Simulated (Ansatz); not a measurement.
C2H5ClOSi, SMILES C=C[Si@H](O)Cl.

The structure is a stationary point at PBE-D3(BJ)/def2-SVP. The structure was generated by enumeration; whether it is a known compound was not checked. Other conformers were not sampled.

Two levels are set side by side: PBE/def2-SVPD (Ansatz, a first-principles code) and CAM-B3LYP/def2-SVPD (Ansatz). Energy differences of separate SCF runs at the same geometry; the states with an electron removed or added have multiplicity 2 and 2. Differences are taken from unrounded values.

| quantity | CAM-B3LYP |
|---|---|
| vertical ionisation energy (eV) | 10.64 |
| vertical singlet–triplet gap (eV) | 4.11 |

Question: What does PBE give, and how far is it from CAM-B3LYP? (The exact figures need the calculation; the answer reports its results.)

Answer: 
```tsv
quantity	PBE	PBE minus CAM-B3LYP
vertical ionisation energy (eV)	10.15	-0.49
vertical singlet–triplet gap (eV)	4.19	0.08
```
